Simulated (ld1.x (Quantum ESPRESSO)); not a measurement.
Scattering properties, TM potential for Sr

* Element: strontium (Sr)
* Generator: ld1.x (Quantum ESPRESSO) 7.5
* Type: norm-conserving Troullier–Martins (Kleinman–Bylander form)
* Functional: BP86
* Relativity: scalar-relativistic
* Frozen core: [Kr]
* Valence charge: 2
* Reference configuration: 4d0.5 5s1.5 5p0
* Partial waves: 5s (bound): rc 3.55 bohr; 5p (bound, empty): rc 3.55 bohr; 4d (bound): rc 4.05 bohr
* Local potential: all-electron potential smoothed inside 2.80 bohr (lloc = -2)
* Core correction: Bessel-smoothed model core inside 3.00 bohr

The phase is arctan(r·u′/u) with u = r·R(r), unwrapped; energies in Ry, scanned from -2 to 5 Ry. A pole is an energy at which the radial function vanishes at the test radius. The pseudo phase is shifted by a multiple of π to meet the all-electron one at the reference energy, and phase errors are pseudo minus all-electron; the curves can meet again beyond the range given. Levels narrower than the energy grid can be missing from the lists of poles.

```csv
channel,radius (bohr),reference energy (Ry),"poles, all-electron","poles, pseudo",unbroken range about the reference energy with phases within 0.05 rad,phase error 1 Ry above the reference energy (rad)
s,4.40,-0.26,"0.32, 3.25","0.25, 0.76, 3.41",below 0.3,-2.996
p,4.40,-0.10,"-1.63, 0.86, 3.93","0.57, 1.75",-1.6 to 0.3,-1.006
d,4.40,-0.08,"0.11, 1.99","0.11, 2.27",below 0.6,+0.430
```

Phases in the p channel:

```tsv
E (Ry)	all-electron	pseudo
-2.00	1.392	-1.745
-1.52	-1.756	-1.776
-1.04	-1.823	-1.830
-0.56	-1.954	-1.960
-0.08	-2.773	-2.773
0.40	-4.492	-4.558
0.88	-4.719	-5.441
1.36	-4.841	-7.752
1.84	-5.068	-7.870
2.32	-6.924	-7.949
2.80	-7.656	-8.075
3.28	-7.779	-8.823
3.76	-7.838	-10.703
4.24	-7.882	-10.894
4.72	-7.928	-10.964
```
